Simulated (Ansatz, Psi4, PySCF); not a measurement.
Molecule: C2H9P2Si, charge 0, multiplicity 2. SMILES: C[Si](C)([PH])P
Coordinates optimised at B3LYP-D3(BJ)/def2-TZVP (Ansatz, a quantum-chemistry and plane-wave program):
```xyz
14

C     -1.2088    -0.5943    -1.6373
Si     0.0851    -0.1276    -0.3591
C      1.7819     0.0329    -1.1510
P      0.0382    -1.6102     1.3328
P     -0.4819     1.9278     0.4519
H     -1.2587     0.1556    -2.4296
H     -2.1988    -0.6767    -1.1852
H     -0.9674    -1.5563    -2.0943
H      2.0994    -0.9213    -1.5760
H      2.5307     0.3431    -0.4208
H      1.7590     0.7737    -1.9537
H      1.2441    -1.0920     1.8859
H     -1.5925     1.4729     1.2077
H      0.4112     1.8908     1.5533
```
Charge 0, spin multiplicity 2.

Wanted: size of the dipole moment, in D. Conventions: no dispersion term unless named; six Cartesian d functions in 6-31G* and its kin unless marked 5d; LANL2DZ with its own core potentials from Na on; open shells spin-unrestricted; spin-orbit terms left out; non-relativistic; 6-311+G** with 5d, 6d on Na to Ar in Ansatz. Ab initio and DFT rows: single points at B3LYP-D3(BJ) geometries (Ansatz).

```tsv
level	program	size of the dipole moment (D)
PBE/LANL2DZ	Ansatz	1.13
BP86/def2-SVP	PySCF	1.17
B3LYP/STO-3G	Ansatz	0.59
B3LYP/3-21G	Ansatz	1.33
B3LYP/6-31G	Ansatz	1.32
B3LYP/6-31G*	Ansatz	1.27
B3LYP/def2-SVP	Ansatz	1.11
B3LYP/cc-pVDZ	Ansatz	1.17
B3LYP/6-311+G**	Ansatz	1.16
PBE0/6-311+G**	Ansatz	1.15
M06-2X/6-311+G**	PySCF	1.12
wB97X-D/6-311+G**	Psi4	1.18
B3PW91/6-31G* (5d)	PySCF	1.29
```

No value to compare with is used here. The 13 habitual levels span 0.59 (B3LYP/STO-3G) to 1.33 D (B3LYP/3-21G).

The levels are drawn from those run, B3LYP/6-31G* more often than the rest, none by its result; left out are runs that failed, that the program found above a lower state of the same kind, or whose <S^2> lies over 0.5 above the pure value.
